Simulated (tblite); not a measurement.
A structure optimised at GFN2-xTB (Å):
```
atom  x, y, z in Å
C1    -1.9404   -1.4608    0.8341
C2    -1.1121   -0.6684    0.1138
C3    -1.2623   -0.1372   -1.2033
C4    -0.1387    0.6057   -1.4683
C5     0.6834    0.5315   -0.3351
N6     1.8726    1.1157   -0.1836
C7     2.5733    1.0100    0.8827
O8     0.0842   -0.2437    0.6194
H9    -1.6790   -1.7786    1.8255
H10   -2.8755   -1.7831    0.4197
H11   -2.1094   -0.3099   -1.8357
H12    0.1060    1.1540   -2.3551
H13    2.2754    0.4428    1.7622
H14    3.5219    1.5215    0.9016
```

Doublet state.

Task: Read off the bonds between heavy atoms and their formal orders.

Result: C1–C2 1.35 Å (single); C2–C3 1.43 Å (aromatic); C3–C4 1.37 Å (aromatic); C4–C5 1.40 Å (aromatic); C5–N6 1.33 Å (single); N6–C7 1.28 Å (double); C5–O8 1.37 Å (aromatic); C2–O8 1.37 Å (aromatic). Bonds to hydrogen (Å): C1–H9 1.07; C1–H10 1.07; C3–H11 1.07; C4–H12 1.07; C7–H13 1.09; C7–H14 1.08. The orders are those of one drawing; other resonance forms can be drawn.

Task: Which species is it?

Result: `[CH2]c1ccc(N=C)o1`, C6H6NO.

Task: What is the point group of this geometry?

Result: Cs (every atom within 0.08 Å of its image).

Task: Which rings does it hold (smallest set)?

Result: C2–C3–C4–C5–O8 (5 members, 0.00 Å rms from planarity).

Task: Classify the heavy atoms.

Result: C1: carbon bonded to C and 2 H; C2: carbon bonded to 2 C and O; C3: carbon bonded to 2 C and H; C4: carbon bonded to 2 C and H; C5: carbon bonded to C, N and O; N6: nitrogen bonded to 2 C; C7: carbon bonded to N and 2 H; O8: oxygen bonded to 2 C.

Task: What is the arrangement about C4?

Result: It has 3 neighbours (C3, C5, H12) and is planar (angles 128.6°, 124.2° and 107.2°, sum 360.0°, 0.00 Å off the plane of its three neighbours).

Task: What is the arrangement about C1?

Result: It has 3 neighbours (C2, H9, H10) and is planar (angles 121.0°, 120.3° and 118.7°, sum 360.0°, 0.00 Å off the plane of its three neighbours).

All values are computed, not measured.
